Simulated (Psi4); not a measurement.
A dimer, CH2O ··· O2S (SMILES C=O and O=S=O); the first 4 atoms form monomer A.

```
7

C     -0.0058     0.0010     0.0002
O      1.1747    -0.2022    -0.0499
H     -0.7432    -0.8245     0.0373
H     -0.4257     1.0257     0.0124
O      2.4087     1.5783    -1.9219
S      2.2893     1.8070    -0.5066
O      1.1712     2.5691    -0.0181
```

Question: What interaction energy does SAPT0/jun-cc-pVDZ, frozen core run with Psi4 give, and which attractive term is the largest?

Answer: Total -4.79 kcal/mol: electrostatics -25.82, exchange 40.58, induction -13.09, dispersion -6.46. The most attractive term is electrostatics.
